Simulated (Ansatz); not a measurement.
Ansatz results at the PBE0-D4/def2-TZVP geometry: size of the dipole moment (B3LYP/def2-TZVPP) 0.40 D; HOMO–LUMO gap (PBE/def2-TZVPP) 3.54 eV; HOMO–LUMO gap (ωB97M-V/def2-TZVPP) 9.87 eV.

Each molecule was computed in one conformer, which needn't be the lowest.

Task: Which molecule gave them?
A. `C[O][Ti]([F])([Cl])[NH]C(C)(C)C`
B. `[NH2][Ti]([OH])([F])[Cl]`
C. `C[N](C)[Ti]([NH2])([NH2])[NH2]`
D. `[OH][Ti]([OH])([OH])[Cl]`

Result: C. The others give `[NH2][Ti]([OH])([F])[Cl]`: 2.81, 3.50, 10.47; `[OH][Ti]([OH])([OH])[Cl]`: 2.61, 4.38, 11.30; `C[O][Ti]([F])([Cl])[NH]C(C)(C)C`: 3.50, 3.21, 9.99.

B3LYP here is the variant with VWN-RPA as its local correlation; programs differ in this.
